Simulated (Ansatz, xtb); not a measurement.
Relative energy of two structures of CH5F3GaN

Structure I: `FC[NH2+][GaH-]([F])[F]`, a singlet. Structure II: a singlet given by its coordinates. Both are isolated molecules in the gas phase, relaxed with PBE0-D4/def2-SVP; the shapes shown needn't be the lowest conformers.

I (Å):

```xyz
11

C     0.7697   -2.3511    0.1330
F     1.3450   -2.8109    1.2785
F    -0.9674   -1.7523   -2.0608
F    -1.9286    0.3421   -0.2662
Ga   -0.6291   -0.1537   -1.3658
N     0.5002   -0.9319    0.2437
H     1.4543   -2.5201   -0.7114
H    -0.1763   -2.8755   -0.0555
H    -0.1410   -0.7443    1.0206
H     1.3600   -0.4119    0.4287
H     0.1793    0.8989   -2.1715
```

II (Å):

```xyz
11

C     2.4738   -0.3840   -1.0735
F     1.1805   -0.6263    1.3762
F    -0.2869   -0.0821   -0.9304
F     1.0258    2.2855    0.4773
Ga    1.1022    0.5982    0.0306
N     1.7818   -1.7105   -0.9459
H     0.8052   -1.5471   -1.2716
H     2.2151   -2.5126   -1.4102
H     1.6635   -1.8648    0.0783
H     3.4813   -0.4717   -0.6474
H     2.5338   -0.1207   -2.1371
```

Close contacts (Å): C1–Ga5 2.02, C1–N6 1.50, F2–Ga5 1.82, F3–Ga5 1.82, F4–Ga5 1.75, C1–H10 1.10, C1–H11 1.10, N6–H7 1.04, N6–H8 1.02, N6–H9 1.04.

Quicker runs give these differences E(II) − E(I): GFN2-xTB −1.5 kcal/mol; HF/STO-3G +44.6 kcal/mol (at GFN2-xTB geometries); r2SCAN-D4/def2-SVP −12.7 kcal/mol (at GFN2-xTB geometries).

Question: Estimate which is lower in electronic energy at CCSD(T)/def2-SVP + ΔMP2/def2-TZVPP, and by roughly how much.

Answer: The CCSD(T)/def2-SVP + ΔMP2/def2-TZVPP calculation puts structure II lower, by 13.3 kcal/mol.

Level by level:

```tsv
level	geometry	E(II) − E(I) (kcal/mol)	departure from the last row (kcal/mol)	job, with rough time for the two
GFN2-xTB	GFN2-xTB	−1.5	+11.8	optimisation, 0.17 s
HF/STO-3G	GFN2-xTB	+44.6	+57.9	single point, 0.56 s
r2SCAN-D4/def2-SVP	GFN2-xTB	−12.7	+0.6	single point, 4.6 s
PBE0-D4/def2-SVP	PBE0-D4/def2-SVP	−10.9	+2.4	optimisation, 60 s
HF/def2-SVP	PBE0-D4/def2-SVP	−5.5	+7.8	part of the CCSD(T) run
MP2/def2-SVP	PBE0-D4/def2-SVP	−13.3	0.0	part of the CCSD(T) run
CCSD(T)/def2-SVP	PBE0-D4/def2-SVP	−11.1	+2.2	single point
CCSD(T)/def2-SVP + ΔMP2/def2-TZVPP	PBE0-D4/def2-SVP	−13.3		single point, 93 s
```

HF/STO-3G puts the two in the other order. The largest departure from CCSD(T)/def2-SVP + ΔMP2/def2-TZVPP is that of HF/STO-3G, 57.9 kcal/mol. The last row adds to CCSD(T) the change of the MP2 difference between the two basis sets, here −2.2 kcal/mol.

With thermal terms from frequencies at re-optimised GFN2-xTB minima (ideal gas, soft modes damped towards free rotors, one conformer each, 298.15 K, 1 atm): on the last row, ΔE + ΔZPE = −11.3, ΔH = −11.4, ΔG = −10.6 kcal/mol.

The correlated steps freeze 14 core orbitals; the filled d shell of Ga is correlated, in a basis made for valence electrons. Programs: Ansatz 0.2.0, xtb 6.7.1; the last row on 2 threads of Arm Neoverse V2 on a shared host.
